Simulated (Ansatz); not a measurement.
Reactions of `Cl[SiH]1CC1`.

Gas-phase electronic energies from Ansatz, PBE0-D4/def2-TZVP geometries. CCSD(T)/CBS adds triple-zeta CCSD(T) − MP2 to the extrapolated MP2 energy (def2 sets, frozen cores). This one scheme is used for every species, atoms too. No spin–orbit coupling; open shells (•) take unrestricted orbitals. Spin–orbit coupling would lower the free atoms: a little for C, Cl, Si. Bonds to Br are less sure, by a few kJ/mol each and by 10 to 20 or more in all where they break to atoms, as the def2 sets lack core-valence functions. Scalar relativity is left out up to krypton. One conformer a species, not always the lowest.

Q: Order these by ΔE at CCSD(T)/CBS, lowest first. (An estimate is asked.)
A. `Cl[SiH]1CC1` + HBr → `Br[SiH]1CC1` + HCl
B. `Cl[SiH]1CC1` → 2 C• + Cl• + 5 H• + Si•
C. `Cl[SiH]1CC1` + CH₃SH → `CS[SiH]1CC1` + HCl
D. `Cl[SiH]1CC1` + H₂ → `C1C[SiH2]1` + HCl
E. `Cl[SiH]1CC1` + fluoromethane → `FC[SiH]1CC1` + HCl

A: A (-0.01 eV), C (+0.34 eV), D (+0.75 eV), E (+1.18 eV), B (+33.84 eV).

Largest T1 diagnostic: 0.012, for Si•.
